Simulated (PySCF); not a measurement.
Si(F)(Cl)(Et)(OH) (C2H6ClFOSi), SMILES CC[Si](O)(Cl)F.

Geometry optimised at B3LYP-D3(BJ)/def2-SVP. Other conformers were not sampled.

Method: B3LYP-D3(BJ)/def2-SVP run with PySCF 2.14.0.

Frequencies are harmonic and unscaled.

```tsv
mode	ν (cm⁻¹)	IR (km/mol)	moving atoms (share of kinetic energy)
1	59	0.0	C 38 %, H 35 %, O 12 %, Cl 11 %
2	127	3.0	C 29 %, Cl 22 %, F 19 %, H 19 %, O 8 %
3	167	1.2	H 53 %, O 20 %, C 11 %
4	194	23.6	H 45 %, O 15 %, Cl 13 %, F 13 %, C 10 %
5	238	8.4	H 47 %, F 31 %, Cl 10 %
6	281	32.0	H 53 %, O 11 %, C 10 %, Cl 10 %, F 9 %, Si 8 %
7	297	38.3	F 24 %, O 20 %, C 19 %, H 14 %, Si 12 %, Cl 11 %
8	319	61.0	H 30 %, O 30 %, F 17 %, Cl 11 %, C 9 %
9	374	22.2	C 26 %, Si 23 %, F 20 %, O 14 %, H 13 %
10	513	64.8	Cl 37 %, Si 29 %, C 11 %
11	694	31.9	H 42 %, C 32 %, Si 15 %
12	709	65.6	H 58 %, C 22 %, Si 17 %
13	800	264.0	H 57 %, O 23 %, Si 12 %
14	895	152.2	Si 40 %, F 36 %, H 15 %
15	951	77.7	H 33 %, Si 28 %, O 25 %, F 9 %
16	975	16.7	H 80 %, C 18 %
17	990	51.9	H 53 %, Si 18 %, C 17 %, O 9 %
18	1045	22.7	C 64 %, H 35 %
19	1247	3.5	H 79 %, C 20 %
20	1277	7.0	H 58 %, C 40 %
21	1399	0.8	H 82 %, C 18 %
22	1425	5.9	H 91 %, C 9 %
23	1478	6.3	H 97 %
24	1482	6.3	H 96 %
25	3035	11.7	H 96 %
26	3035	20.5	H 95 %
27	3083	2.3	H 91 %, C 9 %
28	3116	18.6	H 90 %, C 10 %
29	3122	16.4	H 91 %, C 9 %
30	3874	116.2	H 94 %
```
